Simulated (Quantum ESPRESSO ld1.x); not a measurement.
The numbers below are computed, except where a source is named.
One sound ld1.x (Quantum ESPRESSO 7.5) input for neutral neodymium gives E = -9630.68 hartree in 35 iterations:

```
 &input
    zed=60.0,
    iswitch=1,
    rel=2,
    dft='BLYP',
    config='[Xe] 4f4 6s2',
    lsmall=.true.,
    prefix='ld1',
    max_out_wfc=37,
    file_charge='ld1.rho',
 /
```

Changed or added lines, one case at a time, and what came of them:

- noscf=.true.: ran as typed. With noscf the program prints the levels of a bare nucleus, with no screening and no total energy; they are not those of the atom.
- config='[Xe] 4f4 6s2 1s1': refused. The program stops in el_config with "occupation wrong": the bracketed core already holds 1s.
- config='[Xe] 4f4 6s2 8s1': refused. The program stops in el_config with "wrong main quantum number": the config string takes n from 1 to 7 alone.
- lsd=1: refused. The program stops in ld1_readin with "local spin density and spin-orbit not allowed": spin polarisation goes with rel = 0 or 1 alone.
- rel=4: refused. The program stops in ld1_readin with "wrong rel": rel takes 0, 1 or 2.
- config='[Xe] 4f4 6s2 6s2': refused. The program stops in el_config with "occupation wrong": a shell may stand twice only as spin up and down (lsd = 1) or as its two j (rel = 2, l > 0), within their capacities.
- dft='R2SCAN': refused. The program stops in set_dft_from_name with "libxc needed for this functional": this build has no Libxc.
